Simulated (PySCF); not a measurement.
## How methods differ on the ionisation energy of Be⁺

Be⁺ [He] 2s1 (2S) → Be²⁺ 1s2 (1S), as a difference of total energies. All numbers are calculated (PySCF 2.14, no relativity, point nucleus, in aug-cc-pVQZ with one added diffuse shell each of s, p, d, f, g type (7s6p5d4f3g, 105 functions)). The calculations carry no spin-orbit coupling.

```
 method  ionisation energy (eV)  error (eV)
    UHF                  18.127      -0.084
    LDA                  18.249      +0.038
    PBE                  18.489      +0.278
   PBE0                  18.452      +0.241
 r2SCAN                  18.181      -0.030
 M06-2X                  18.348      +0.137
   BLYP                  18.538      +0.327
LC-wPBE                  18.528      +0.317
  B97-3                  18.185      -0.026
```

Reference: 18.211 eV (measured; NIST Atomic Spectra Database, ionization energies).
